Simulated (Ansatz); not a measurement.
Start from `[GeH3][Te][GeH3]` and change one element to get `[GeH3][O][GeH3]`.

Ansatz, PBE0-D4/def2-TZVP geometries, multiplicity 1. 

Elements past krypton have def2 core potentials. Scalar relativity is left out up to krypton.

```json
{"property": "LUMO energy (ωB97M-V/def2-TZVPP) / eV", "`[GeH3][Te][GeH3]`": "0.82"}
{"property": "LUMO energy (B3LYP/def2-TZVPP) / eV", "`[GeH3][Te][GeH3]`": "-1.16"}
{"property": "LUMO energy (PBE/def2-TZVPP) / eV", "`[GeH3][Te][GeH3]`": "-1.70"}
{"property": "HOMO energy (ωB97M-V/def2-TZVPP) / eV", "`[GeH3][Te][GeH3]`": "-8.43"}
{"property": "HOMO–LUMO gap (PBE/def2-TZVPP) / eV", "`[GeH3][Te][GeH3]`": "3.67"}
{"property": "zero-point energy (PBE0-D4/def2-TZVP) / kJ/mol", "`[GeH3][Te][GeH3]`": "123.9"}
```

What does the change do to each property? (Best estimate.)

Ansatz gave: 
```tsv
property	`[GeH3][O][GeH3]`	shift
LUMO energy (ωB97M-V/def2-TZVPP) / eV	1.57	0.75
LUMO energy (B3LYP/def2-TZVPP) / eV	-0.48	0.68
LUMO energy (PBE/def2-TZVPP) / eV	-1.12	0.58
HOMO energy (ωB97M-V/def2-TZVPP) / eV	-10.51	-2.08
HOMO–LUMO gap (PBE/def2-TZVPP) / eV	5.59	1.92
zero-point energy (PBE0-D4/def2-TZVP) / kJ/mol	133.2	9.3
```

With PBE0 the HOMO falls by 1.82 eV and the LUMO rises by 0.67 eV, so the gap widens by about 2.49 eV. PBE moves the HOMO by -1.35 eV and ωB97M-V by -2.08 eV.

B3LYP here is the variant with VWN-RPA as its local correlation; programs differ in this.

Spin–orbit coupling is left out; it splits and shifts lone-pair levels of the heavy atoms by tenths of an eV.
